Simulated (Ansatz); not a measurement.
A geometry relaxed with Ansatz (a program for electronic structure) with PBE0-D3(BJ)/def2-SVP, charge 0, multiplicity 1:

```xyz
12

C     -0.0745     1.0127     0.2577
C      1.2287    -0.7626    -0.1028
C     -0.1562    -0.3329    -0.0988
O      1.1856     1.3936     0.4550
C      1.9867     0.3036     0.2337
H      1.5836    -1.7644    -0.3359
H     -2.2923     1.4405     0.1964
H     -1.3451    -2.2968    -0.7025
S     -1.2602     2.2609     0.4904
B     -1.4075    -1.1277    -0.4031
H     -2.5004    -0.6014    -0.3512
H      3.0516     0.4746     0.3611
```

Task: Write the SMILES of this molecule.

Result: `Bc1ccoc1S`
